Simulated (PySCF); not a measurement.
CH3F3OSi, SMILES C([Si](F)(O)F)F. Atoms are numbered in the order given.

```xyz
9

O     -1.1832     0.5206     1.0125
Si    -0.3126    -0.2652    -0.1242
F     -0.4954    -1.8555     0.0447
F     -0.8419     0.0740    -1.6084
C      1.4951     0.2177     0.0583
F      1.5072     1.4674     0.6860
H     -0.7237     1.2728     1.4069
H      2.0210     0.2970    -0.9075
H      2.0460    -0.5015     0.6882
```

The structure is a stationary point at ωB97X-D3(BJ)/def2-SVP. The structure was generated by enumeration, and PubChem lists no compound with its InChIKey, so it may never have been made. Other conformers were not sampled.

Method: HF/pcSseg-1 (PySCF).

GIAO shieldings, no solvent; atoms listed in one row are averaged. δ = σ(ref) − σ: ¹⁷O against H2O (σ = 333.0 ppm); ²⁹Si against TMS (σ = 393.8 ppm); ¹⁹F against CFCl3 (σ = 238.5 ppm); ¹³C against TMS (σ = 192.6 ppm); ¹H against TMS (σ = 31.99 ppm), references at their B3LYP-D3(BJ)/def2-TZVP geometries, non-relativistic.

Computed chemical shifts:
| nucleus | atoms | count | δ (ppm) |
|---|---|---|---|
| ¹⁷O | O1 | 1 | 33.5 |
| ²⁹Si | Si2 | 1 | -57.5 |
| ¹⁹F | F4 | 1 | -116.4 |
| ¹⁹F | F3 | 1 | -124.8 |
| ¹⁹F | F6 | 1 | -264.1 |
| ¹³C | C5 | 1 | 68.9 |
| ¹H | H8 | 1 | 4.71 |
| ¹H | H9 | 1 | 4.62 |
| ¹H | H7 | 1 | 4.02 |
